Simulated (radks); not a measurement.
Polarisability of neutral zinc, [Ar] 3d10 4s2, at imaginary frequency. All-electron calculation, scalar-relativistic Kohn-Sham, LDA (Slater exchange, VWN5 correlation), spin-unpolarised, spherical densities, finite nucleus; Fermi nuclear charge, rms radius 3.9283 fm. Program: a radial shooting solver on a logarithmic mesh with Libxc functionals. Response by self-consistent Sternheimer equations with the Hartree and adiabatic LDA kernel, the relativistic mass of each level held fixed and spin-orbit coupling left out.

w (hartree),alpha1(iw) (bohr^3),alpha2(iw) (bohr^5)
0.00266,36.14,294.3
0.0143,36.01,293.7
0.0360,35.32,290.5
0.0697,33.26,280.6
0.118,29.05,258.4
0.186,22.90,220.0
0.280,16.27,168.8
0.413,10.69,115.6
0.605,6.700,71.07
0.892,4.082,39.68
1.35,2.415,20.20
2.12,1.352,9.264
3.59,0.6718,3.665
6.94,0.2603,1.122
17.5,0.05802,0.1984

Static values: alpha1 = 36.15 bohr^3 (5.356 angstrom^3; uncoupled 64.05), alpha2 = 294.3 bohr^5, alpha3 = 4492 bohr^7. C6 = 257.4, C8 = 11700, triple-dipole C9 = 6608 atomic units. One-pole (London) frequency 4 C6 / (3 alpha1^2) = 0.263 hartree, against 0.229 for minus the highest occupied eigenvalue. Recommended static value: 38.67 bohr^3 (Schwerdtfeger and Nagle, 2023 table).
